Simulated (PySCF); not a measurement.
## AlOCl + 2 HCl → AlCl₃ + H₂O

Level: PBE0 in the def2-TZVP basis family, all electrons, no relativity, computed in PySCF with density fitting; open shells unrestricted.

| species | state and structure | E (Eh) | ZPE (kJ/mol) | H(298 K) − H(0) (kJ/mol) | S° (J/(mol K)) |
| --- | --- | --- | --- | --- | --- |
| AlOCl | singlet, C∞v, Al–Cl 2.059 Å, Al–O 1.592 Å; Cl–Al–O 180.0° | -777.61040 | 11.9 | 12.4 | 257.2 |
| HCl | singlet, C∞v, H–Cl 1.279 Å | -460.66440 | 17.9 | 8.7 | 186.6 |
| AlCl₃ | singlet, D3h, Al–Cl 2.070 Å (×3) | -1622.72797 | 12.7 | 16.4 | 313.2 |
| H₂O | singlet, C2v, O–H 0.960 Å (×2); H–O–H 105.1° | -76.37736 | 56.5 | 9.9 | 188.7 |

(1) What is the electronic reaction energy?

(2) Add zero-point, thermal and entropy terms for 298.15 K and 1 bar.

Results:

(1) At PBE0/def2-TZVP, ΔE = -436.2 kJ/mol from the differences of the total energies times 2625.5, downhill. 

(2) ΔZPE = 21.5 and Δ[H(298) − H(0)] = -3.5 kJ/mol give ΔH° = -418.2 kJ/mol. ΔS° = -128.5 J/(mol K), so ΔG° = -418.2 − 298.15 × (-0.1285) = -380 kJ/mol.

Each species is the lowest minimum found with this bonding; other isomers or fragments can lie lower.
